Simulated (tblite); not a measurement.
C6H14S2Si.
SMILES with atom numbers: `[CH3:1][S:2][C@:3]1([SiH3:4])[CH2:5][CH2:6][CH2:7][S:8][CH2:9]1` (hydrogens: H10, H11, H12 on C1; H13, H14, H15 on Si4; H16, H17 on C5; H18, H19 on C6; H20, H21 on C7; H22, H23 on C9)

Cartesian coordinates in Å at the GFN2-xTB level; atoms count from 1:
```
atom  x, y, z in Å
C1    -2.451    1.399   -0.031
S2    -1.333    0.727    1.224
C3    -0.283   -0.485    0.286
Si4   -1.352   -2.075    0.226
C5     0.975   -0.701    1.127
C6     1.847    0.548    1.269
C7     2.359    1.045   -0.071
S8     0.980    1.582   -1.125
C9     0.074   -0.001   -1.100
H10   -2.975    0.597   -0.543
H11   -1.892    2.016   -0.728
H12   -3.162    2.013    0.515
H13   -0.608   -3.115   -0.489
H14   -2.581   -1.772   -0.505
H15   -1.626   -2.458    1.604
H16    1.564   -1.502    0.667
H17    0.680   -1.034    2.125
H18    1.268    1.338    1.749
H19    2.701    0.313    1.910
H20    2.905    0.265   -0.607
H21    3.001    1.917    0.048
H22   -0.806    0.154   -1.722
H23    0.711   -0.745   -1.586
```

All values are computed: GFN2-xTB (tblite) harmonic vibrations without scaling, gas phase. The method is semi-empirical: single wavenumbers can be off by several per cent or more. Modes of hydrogen on silicon can be 10 to 20 % off. One conformer, not necessarily the lowest.

Harmonic wavenumbers (cm⁻¹): 76.2, 100.1, 130.0, 135.0, 150.1, 182.5, 195.8, 242.4, 258.7, 309.2, 319.0, 360.2, 378.0, 470.4, 532.2, 560.3, 583.4, 693.5, 725.3, 735.2, 756.1, 769.4, 795.0, 803.9, 855.1, 869.7, 903.3, 940.4, 948.7, 962.1, 1000.5, 1045.5, 1085.2, 1103.2, 1162.2, 1189.7, 1194.7, 1239.0, 1256.2, 1268.2, 1313.1, 1342.2, 1344.1, 1439.0, 1444.9, 1451.7, 1465.2, 1470.2, 1480.8, 2258.7, 2282.7, 2334.6, 2931.0, 2935.4, 2948.8, 2960.4, 2976.9, 2997.0, 3008.5, 3009.3, 3022.4, 3030.4, 3053.8.

A = 1342, B = 833.5, C = 714.9 MHz; mass 178.031 u (most abundant isotopes); point group C1, symmetry number 1.

Q: What is the zero-point energy?

A: ½Σν̃ = 39893 cm⁻¹ = 477.23 kJ/mol.

Q: Entropy at 350 K, 1 bar (ideal gas, RRHO, classical rotation)?

A: Translation 176.82, rotation 129.09, vibration 171.99: S = 477.9 J/(mol K).

Q: And Cp and H(350 K) − H(0)?

A: Cp = 225.52 J/(mol K), of which vibrations give 192.27 (their classical limit is 63 R = 523.8); H(350 K) − H(0) = 44.97 kJ/mol without the zero-point energy, 33.33 from vibrations.

Q: Which modes carry the vibrational entropy at 350 K?

A: 76.2 cm⁻¹: 18.00; 100.1 cm⁻¹: 15.76; 130.0 cm⁻¹: 13.62; 135.0 cm⁻¹: 13.32; 150.1 cm⁻¹: 12.46; 182.5 cm⁻¹: 10.90 J/(mol K); the other 57 give 87.94 together.

Q: Blend soft modes into free rotors: weight 1/[1 + (100 cm⁻¹/ν̃)⁴] for the oscillator and the rest for a rotor with moment μB/(μ + B), μ = h/(8π²ν), B = 10⁻⁴⁴ kg m². What vibrational entropy results?

A: 165.97 J/(mol K) in place of 171.99, which changes −T·S at 350 K by +2.11 kJ/mol.

Q: How do the functions run with temperature in this model?

A: 
```
T (K)  S (J/(mol K))  Cp (J/(mol K))  H − H(0) (kJ/mol)  G − H(0) (kJ/mol)  ln q(vib)
  100          297.9            88.7               5.57             -24.22       1.35
  200          376.6           143.6              17.23             -58.08       4.37
  300          445.2           198.9              34.35             -99.22       7.60
  500          570.4           293.8              84.15            -201.02      14.14
  800          729.8           383.5             186.97            -396.86      23.57
 1000          819.8           422.3             267.76            -552.01      29.40
```

q(vib) and H(0) count from the zero-point level.

Q: What must be added to the electronic energy to get the Gibbs energy at 350 K and 1 bar?

A: ZPE + [H(350 K) − H(0)] − T·S = 477.23 + 44.97 − 167.27 = 354.93 kJ/mol.

Hindered rotation and anharmonicity are outside this model. Other conformers, if any are populated, would add a mixing term that is left out. The structure is chiral; the term R ln 2 for an equal mix with its mirror image is left out.

On one thread of an Arm Neoverse V1, shared host with 32 logical CPUs at a one-minute load of 26, this took 1.4 s wall. This covers the Hessian and the dipole derivatives.
